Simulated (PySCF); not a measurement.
# [EuCl2]+ at several levels of theory

Computed with PySCF 2.14.0 (density fitting, no spin-orbit coupling) at the geometry relaxed with PBE0:

```xyz
3
[EuCl2]+ (singlet in the valence; each metal's 4f electrons, 6 of them, lie in its core potential, out of spins and levels)
Eu    0.0000    0.0000   -0.5443
Cl    1.9653    0.0000    0.8442
Cl   -1.9653    0.0000    0.8442
```

```json
{"level": "PBE0", "basis": "Eu lcecp-1-SVP with ECP52, Cl def2-SVP", "state": "singlet", "HOMO (eV)": "-13.72", "gap (eV)": "5.77", "charge on Eu1 (e)": "1.30", "population of f-type functions on Eu1 (polarisation alone where 4f lies in the core)": "0.05", "dipole about the centre of mass (D)": "6.65", "largest force component (eV/Å)": "0.01"}
{"level": "CAM-B3LYP", "basis": "the same", "state": "singlet", "HOMO (eV)": "-14.95", "gap (eV)": "7.75", "charge on Eu1 (e)": "1.28", "population of f-type functions on Eu1 (polarisation alone where 4f lies in the core)": "0.06", "dipole about the centre of mass (D)": "6.84", "largest force component (eV/Å)": "0.09"}
{"level": "BP86", "basis": "the same", "state": "singlet", "HOMO (eV)": "-12.51", "gap (eV)": "3.95", "charge on Eu1 (e)": "1.19", "population of f-type functions on Eu1 (polarisation alone where 4f lies in the core)": "0.05", "dipole about the centre of mass (D)": "6.09", "largest force component (eV/Å)": "0.30"}
```

In the lcecp rows the 4f levels are missing from HOMO and gap, and the state counts the valence alone.

Charges are Mulliken's, which hang on the basis. The relaxation used the grid (50, 194), these runs (75, 302) or, all-electron (x2c bases, spin-free X2C Hamiltonian), (99, 590).

(1) What does PBE0 with Eu lcecp-1-TZVP with ECP52, Cl def2-TZVP give here?

An lcecp potential fixes the number of 4f electrons, so in runs with it no electron can move into or out of that shell.

Results:

(1) state singlet, HOMO (eV) -13.65, gap (eV) 5.83, charge on Eu1 (e) 1.59, population of f-type functions on Eu1 (polarisation alone where 4f lies in the core) 0.06, dipole about the centre of mass (D) 6.54, largest force component (eV/Å) 0.21. Time: 12 s on 2 threads of AMD EPYC 7R43 64-Core Processor (Zen 3), on a shared host, from free ions and atoms.
